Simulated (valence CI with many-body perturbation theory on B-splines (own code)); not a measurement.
# Ladder of approximations for La36+

Calculated by configuration interaction combined with many-body perturbation theory (CI+MBPT): three valence electrons over a frozen Dirac-Fock core [Ar], a basis of 9 s, 9 p, 10 d, 8 f, 5 g, 3 h, 1 i functions for each j, with the one-electron correlation potential Σ1, the two-electron term Σ2, the three-electron term Σ3, Breit, model QED; selected CI, second order for the rest (own B-spline code, finite nucleus).

The last digits are not significant, and no measured levels were compared; by estimate large intervals hold to a few tenths of a per cent, small ones and those within an open d or f shell to about a per cent. Only levels of the ground parity were solved; by the run's estimate the other parity begins above the list, which can be wrong where configurations are misplaced.

Each rung adds one term. CI alone is the Dirac-Coulomb CI over the frozen core; QED comes last and gives the full result, which names the levels. Energies are above (3d3/2^3) J=3/2 on the same rung, in cm⁻¹.

Levels are named by their leading jj configuration (3d3/2^4 stands for four electrons in 3d with j = 3/2), which in mixed levels can hold well under half, so a name can repeat and another be missing. Letters in brackets count levels of one name in rising energy.

| Level | CI alone |
| --- | --- |
| (3d3/2^2 3d5/2) J=5/2 [a] | 125491 |
| (3d3/2^2 3d5/2) J=3/2 | 171679 |
| (3d3/2^2 3d5/2) J=7/2 | 179650 |
| (3d3/2^2 3d5/2) J=9/2 | 192384 |
| (3d3/2^2 3d5/2) J=1/2 | 200005 |
| (3d3/2^2 3d5/2) J=5/2 [b] | 301617 |
| (3d3/2 3d5/2^2) J=7/2 [a] | 311877 |
| (3d3/2 3d5/2^2) J=9/2 | 331815 |
| (3d3/2 3d5/2^2) J=3/2 [a] | 361888 |
| (3d3/2 3d5/2^2) J=1/2 | 377389 |
| (3d3/2 3d5/2^2) J=11/2 | 393333 |
| (3d3/2 3d5/2^2) J=5/2 [a] | 412350 |
| (3d3/2 3d5/2^2) J=5/2 [b] | 432328 |
| (3d3/2 3d5/2^2) J=7/2 [b] | 452494 |
| (3d5/2^3) J=9/2 | 509134 |
| (3d3/2 3d5/2^2) J=3/2 [b] | 517116 |

Q: What do these energies become with core correlation, Breit and QED?

A: (3d3/2^2 3d5/2) J=5/2 [a] 123972 (-1519); (3d3/2^2 3d5/2) J=3/2 168139 (-3540); (3d3/2^2 3d5/2) J=7/2 173995 (-5656); (3d3/2^2 3d5/2) J=9/2 185322 (-7062); (3d3/2^2 3d5/2) J=1/2 194289 (-5716); (3d3/2^2 3d5/2) J=5/2 [b] 293689 (-7928); (3d3/2 3d5/2^2) J=7/2 [a] 305930 (-5947); (3d3/2 3d5/2^2) J=9/2 324156 (-7659); (3d3/2 3d5/2^2) J=3/2 [a] 354362 (-7526); (3d3/2 3d5/2^2) J=1/2 369524 (-7865); (3d3/2 3d5/2^2) J=11/2 382761 (-10572); (3d3/2 3d5/2^2) J=5/2 [a] 400609 (-11740); (3d3/2 3d5/2^2) J=5/2 [b] 421998 (-10330); (3d3/2 3d5/2^2) J=7/2 [b] 439560 (-12934); (3d5/2^3) J=9/2 498863 (-10270); (3d3/2 3d5/2^2) J=3/2 [b] 507802 (-9314).

Q: How does the ionisation energy move along the ladder, and which term matters most?

A: CI alone 2467.1, + Σ1 2469.7, + Σ2 2475.3, + Σ3 2475.4, + Breit 2473.7, + QED 2473.9 eV. The largest step is Σ2, 5.6 eV. NIST lists 2473 ± 5 eV (theoretical).
